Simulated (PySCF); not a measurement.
Species: C₅H₇F₃O.
SMILES with atom numbers: `[CH3:1][C@:2]1([C:3]([F:4])([F:5])[F:6])[CH2:7][CH2:8][O:9]1` (hydrogens: H10, H11, H12 on C1; H13, H14 on C7; H15, H16 on C8)

Torsions of this conformer, `[CH3:1][C@:2]1([C:3]([F:4])([F:5])[F:6])[CH2:7][CH2:8][O:9]1`: C1–C2–C3–F4 -62°.

The closed-shell ground state was solved at several levels (PySCF, density fitting, gas phase, non-relativistic). Isolated species at its PBE0-D3(BJ)/def2-SVP geometry, gas phase.

```
          level  basis functions  HOMO (eV)  LUMO (eV)  gap (eV)  dipole (D)
  PBE0/pcSseg-1              188      -7.77       1.39      9.16        2.92
B3LYP/def2-SVPD              248      -7.66       0.31      7.97        2.98
    B3LYP/pcJ-1              313      -7.52       1.09      8.61        2.90
```

Problem. What might wB97X-D/pcSseg-1 (188 basis functions) give for the same quantities?

Solution. HOMO -9.72 eV, LUMO 3.22 eV, gap 12.94 eV, dipole 3.00 D.

Problem. Over all these levels, which gives the widest orbital gap and which the narrowest?

Solution. wB97X-D/pcSseg-1 (range-separated hybrid) has the widest, 12.94 eV, and B3LYP/def2-SVPD (global hybrid, 20 % exact exchange) the narrowest, 7.97 eV. Functional and basis both differ between the two, so the spread mixes both effects.

Problem. How far do the dipole and the HOMO energy spread over the levels?

Solution. The dipole runs from 2.90 to 3.00 D (mean 2.95 D) and the HOMO from -9.72 to -7.52 eV.
